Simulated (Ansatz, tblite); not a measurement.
Forces on [closo-2-(F)B9H8]2- (B9H8F²⁻) at its r2SCAN-D4/def2-SVPD geometry. Charge -2, multiplicity 1.

The xTB rows come from tblite. A multiply charged anion in the gas phase is held together partly by the finite basis. At PBE-D4/def2-TZVPD the highest occupied level of the charge -2 singlet lies above zero (up to 3.59 eV). The electron is either unbound and held by the finite basis, or the level is raised by self-interaction error.

GFN1-xTB (tblite), largest force 1.49 eV/Å:

```xyz
18
positions Å, forces eV/Å
B     0.356    1.407   -0.143    0.705    1.240   -0.090
B    -0.564   -0.975   -0.875   -0.583   -0.426   -0.180
B    -0.313    0.605   -1.499   -0.203    0.177   -0.895
B     0.697   -1.481    0.176    0.309   -0.881   -0.046
B    -1.282    0.679   -0.088   -1.463    0.299   -0.012
B    -0.360    0.904    1.343   -0.216    0.331    0.542
B     1.051   -0.029    1.010    1.205    0.206    0.740
B     1.079   -0.244   -0.955    1.206   -0.036   -0.773
B    -0.576   -0.780    1.083   -0.939   -0.782    0.857
F    -1.320   -1.931   -1.609   -0.140   -0.191   -0.154
H     0.796    2.541   -0.252   -0.005   -0.187    0.014
H    -0.564    1.006   -2.619    0.089   -0.013    0.298
H     1.178   -2.594    0.271   -0.063    0.302    0.046
H    -2.429    1.091   -0.151    0.167   -0.077    0.026
H    -0.623    1.568    2.329    0.065   -0.153   -0.230
H     2.011    0.030    1.764   -0.106    0.022   -0.154
H     2.060   -0.345   -1.673   -0.106    0.057    0.136
H    -1.199   -1.451    1.889    0.075    0.113   -0.126
```

GFN2-xTB (tblite), largest force 1.18 eV/Å:

```
B -0.191 -0.253 0.049
B 0.593 0.800 0.639
B 0.125 -0.338 0.621
B -0.338 0.616 -0.145
B 0.230 0.000 0.050
B 0.207 -0.517 -0.769
B -0.294 -0.040 -0.121
B -0.250 -0.030 0.114
B 0.152 0.161 -0.079
F -0.472 -0.629 -0.499
H 0.109 0.125 -0.020
H 0.001 0.120 -0.099
H 0.104 -0.092 0.071
H -0.130 0.017 0.008
H -0.034 0.075 0.113
H 0.155 0.031 0.056
H 0.125 0.013 -0.059
H -0.092 -0.061 0.071
```

PBE-D4/def2-TZVPD (Ansatz), largest force 0.09 eV/Å:

```
B -0.069 0.010 -0.007
B 0.031 -0.010 -0.031
B 0.025 0.010 0.037
B 0.007 0.043 0.010
B 0.032 0.065 0.005
B 0.005 -0.020 -0.027
B -0.043 -0.042 0.035
B -0.009 -0.022 -0.023
B 0.056 0.017 0.045
F -0.008 -0.005 -0.002
H -0.026 -0.076 0.005
H 0.021 -0.026 0.081
H -0.031 0.082 -0.005
H 0.073 -0.026 0.009
H 0.020 -0.051 -0.076
H -0.061 -0.004 -0.053
H -0.061 0.009 0.048
H 0.038 0.047 -0.050
```
